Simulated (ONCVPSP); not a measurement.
## cadmium, ONCV: configuration errors across variants

Cd (Z = 48), optimised norm-conserving Vanderbilt (ONCV), made with ONCVPSP 4.0.1 (PBE, non-relativistic). Core [Ar] 3d10, reference 4s2 4p6 4d10 5s1 5p1. Waves: 4s+5s: rc 1.25 bohr, ncon 4, nbas 8, qcut 9.4 1/bohr, 3 projectors, debl 1.4 Ha; 4p+5p: rc 1.85 bohr, ncon 4, nbas 7, qcut 8.8 1/bohr, 2 projectors; 4d: rc 1.25 bohr, ncon 3, nbas 6, qcut 6.4 1/bohr, 2 projectors, debl 3.2 Ha. Local part: polynomial inside 0.80 bohr (lpopt 5, dvloc0 6 Ha). Core correction: Teter function fitted to the true core (icmod 2), fcfact 0.5.

All-electron excitation energies from the reference (eV): (1) 4s2 4p6 4d10 5s2 5p0 -4.142; (2) 4s2 4p6 4d10 5s1 5p0 4.590; (3) 4s2 4p6 4d10 5s0 5p0 20.856; (4) 4s2 4p6 4d9 5s2 5p0 14.795.

Errors AE − PS in meV (a dash: test not solved or not reliable):

| change | (1) | (2) | (3) | (4) | bound ghosts | GHOST(+) flags above zero |
| --- | --- | --- | --- | --- | --- | --- |
| base | 0.0 | 0.0 | -0.3 | -1.7 | none | s |
| local potential polynomial inside 0.80 bohr (lpopt 5, dvloc0 -2 Ha) | 0.0 | 0.0 | -0.3 | -1.6 | none | s, d |
| local potential polynomial inside 0.80 bohr (lpopt 5, dvloc0 -0.5 Ha) | 0.0 | 0.0 | -0.3 | -1.6 | none | s, d |
| local potential polynomial inside 0.80 bohr (lpopt 5, dvloc0 3.5 Ha) | 0.0 | 0.0 | -0.3 | -1.7 | none | s, d |
| local potential polynomial inside 0.80 bohr (lpopt 5, dvloc0 7.5 Ha) | 0.0 | 0.0 | -0.3 | -1.7 | none | s |
| local potential polynomial inside 0.80 bohr (lpopt 5, dvloc0 9 Ha) | 0.0 | 0.0 | -0.3 | -1.7 | none | s |

Problem. Give the same row for: local potential polynomial inside 0.80 bohr (lpopt 5, dvloc0 2 Ha).

Solution. 0.0, 0.0, -0.3, -1.6; bound ghosts: none; GHOST(+) flags above zero: s, d.
